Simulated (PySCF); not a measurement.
# Excitation energy of Pt⁺ by level of theory

Pt⁺ [Xe] 4f14 5d9 (2D) → Pt⁺ [Xe] 4f14 5d8 6s1 (4F), as a difference of total energies. Computed with PySCF 2.14 in aug-cc-pVDZ-PP with ECP60MDF (5s5p4d2f, 54 functions), with a scalar-relativistic core potential. Correlated levels: valence: 5s2 5p6 frozen. The calculations carry no spin-orbit coupling.

| method | excitation energy (cm⁻¹) |
| --- | --- |
| UHF | 2488.3 |
| LDA | 6879.1 |
| PBE | 6115.8 |
| PBE0 | 6270.1 |
| r2SCAN | 3964.5 |
| M06-L | 8097.6 |
| HSE06 | 6180.5 |
| TPSSh | 5217.9 |
| r2SCANh | 4135.8 |
| MP2 (valence) | 6584.2 |
| SCS-MP2 (valence) | 7758.7 |

Problem. How much does correlation contribute at MP2 (valence)?

Solution. 6584.2 − (2488.3) = 4095.9 cm⁻¹, measured against UHF.
